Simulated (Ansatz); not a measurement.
```yaml
crystal:
  periodic: [false, false, false]
  atoms:
    - {symbol: C, position_ang: [0.418493, -2.028919, 0.840774]}
    - {symbol: C, position_ang: [0.186634, -0.718238, 0.282874]}
    - {symbol: N, position_ang: [0.003075, 0.323404, -0.161134]}
    - {symbol: Cu, position_ang: [-0.280624, 1.969399, -0.867713]}
    - {symbol: O, position_ang: [-0.450847, 3.580771, -1.605538]}
    - {symbol: H, position_ang: [1.067063, -1.951860, 1.715162]}
    - {symbol: H, position_ang: [-0.530431, -2.477722, 1.139395]}
    - {symbol: H, position_ang: [0.896724, -2.669153, 0.097462]}
    - {symbol: H, position_ang: [-1.310097, 3.972327, -1.441281]}
basis:
  gaussian: {orbitals: STO-3G, fitting: {mean_field: cc-pVTZ-jkfit}, point_charges: [{charge: 2.00, position_ang: [4.935, -0.586, -0.248]}]}
hamiltonian: {xc: {name: PBE-QIDH}, pseudopotentials: {relativity: none}}
output: {forces: true}
```

```sh
$ ansatz run in.yaml --threads 4 --pin off --events-out ev --progress --plain --max-ram 10444MiB
```

Task: How does Ansatz answer? (Estimate.)

Result: Computed: The input was rejected before any iteration.
```
Functional definition: PBE-QIDH
Error: <dir> the basis set cc-pVTZ-JKFIT has no functions for Cu
```
